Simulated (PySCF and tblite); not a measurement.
Values are calculated unless marked as measured or tabulated.
2 diastereomers of C₇H₈F₄, numbered alike:

| isomer | SMILES | descriptors (one enantiomer) |
| --- | --- | --- |
| A | [F:1][C:2]([F:3])([F:4])[C@H:5]1[C@H:6]2[CH2:7][CH2:8][C@:9]1([F:10])[CH2:11]2 | 5S, 6S, 9S |
| B | [F:1][C:2]([F:3])([F:4])[C@@H:5]1[C@H:6]2[CH2:7][CH2:8][C@:9]1([F:10])[CH2:11]2 | 5R, 6S, 9S |

Each isomer is a Boltzmann average at 298.15 K over at most 4 conformers: GFN2-xTB geometries, energies PBE0/pcSseg-1 (D3(BJ) added where defined), GFN2-xTB thermal terms. Programs: PySCF with density fitting and tblite.

(1) Rank the isomers by free energy at 298.15 K.

(2) If they could interconvert freely, what would the mixture hold (chiral isomers as racemates)?

## Answers

(1) 
```csv
isomer,ΔG (kcal/mol),"ΔE, lowest conformer",conformers,largest weight %,rms dipole (D)
A,0.0,0.0,1,100,2.96
B,1.3,1.5,1,100,3.49
```

ΔG is for one enantiomer.

(2) A 91 %, B 9 %. A racemate gains RT ln 2.
